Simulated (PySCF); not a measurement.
CH7BO2Si.

```xyz
12

Si     1.6868     0.6902    -0.0053
C     -0.0585     0.6415    -0.7292
B     -0.9817    -0.4116     0.0204
O     -0.6740    -1.7411     0.0507
O     -2.1109    -0.0649     0.7023
H      2.5445     1.7008    -0.6915
H      1.6428     1.0075     1.4517
H      2.3285    -0.6507    -0.1709
H      0.0468     0.3560    -1.7919
H     -0.4766     1.6624    -0.7157
H      0.1402    -1.9595    -0.4155
H     -2.3032     0.8772     0.6574
```

Geometry optimised at B3LYP-D3(BJ)/def2-SVP. This is a generated structure with no PubChem entry under its InChIKey; it may be hypothetical. Other conformers were not sampled.

The numbers are results of PBE/pcSseg-1 run with PySCF, not measurements. Non-relativistic, no solvent.

Computed absolute GIAO shielding of each atom: isotropic value and principal components (ppm):
| atom | σ(iso) | σ11 | σ22 | σ33 | span |
|---|---|---|---|---|---|
| Si1 | 405.0 | 376.2 | 384.6 | 454.1 | 77.9 |
| C2 | 183.8 | 167.8 | 183.0 | 200.7 | 32.9 |
| B3 | 65.7 | 48.6 | 59.2 | 89.2 | 40.6 |
| O4 | 188.5 | 54.1 | 236.0 | 275.4 | 221.3 |
| O5 | 183.8 | 56.4 | 242.5 | 252.3 | 195.9 |
| H6 | 27.1 | 24.0 | 24.9 | 32.5 | 8.5 |
| H7 | 27.3 | 24.1 | 25.6 | 32.1 | 8.0 |
| H8 | 27.4 | 24.1 | 26.2 | 31.8 | 7.7 |
| H9 | 31.0 | 27.7 | 28.3 | 37.0 | 9.3 |
| H10 | 31.5 | 27.1 | 29.6 | 37.9 | 10.8 |
| H11 | 27.6 | 22.2 | 27.2 | 33.4 | 11.2 |
| H12 | 27.6 | 22.5 | 25.9 | 34.3 | 11.8 |
